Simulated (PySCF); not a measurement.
## Dy: electron affinity

Dy- [Xe] 4f10 6s2 6p1 [4f5/2^6 4f7/2^4 6p1/2^1, M_J = 15/2] → Dy [Xe] 4f10 6s2 [4f5/2^6 4f7/2^4, M_J = 8], as a difference of total energies. Computed with PySCF 2.14 in x2c-TZVPall-2c with one added diffuse shell each of s, p, d, f type (12s12p11d5f1g, 147 functions), with the two-component X2C-1e Hamiltonian. Correlated levels: [Ar] 3d10 frozen; the 18 highest virtual spinors dropped. "Screened" scales the spin-orbit matrix elements by Boettger's factors to mimic the two-electron term; Breit and QED terms are absent.

| method | electron affinity (eV) |
| --- | --- |
| GHF (screened spin-orbit) | -0.167 |
| GMP2 (screened spin-orbit) | -0.272 |

The configuration of this anion was assumed by filling the next shell in order. It is not the known or likely ground configuration (Ca⁻, Sr⁻ and Ba⁻, for instance, bind a p electron), so these values are not the electron affinity of the element.

The labels give the starting determinants; with spin-orbit coupling the two ends relaxed to ⟨J²⟩ = 65.09, ⟨L²⟩ = 39.97, ⟨S²⟩ = 6.54 and ⟨J²⟩ = 72.01, ⟨L²⟩ = 42.75, ⟨S²⟩ = 5.90.

A negative affinity means that the anion lies above the atom at that level of theory.

The determinant of Dy- mixes levels of different J (the jj label is only the starting occupation), so the difference between spin-free and spin-orbit rows is not the physical spin-orbit shift.
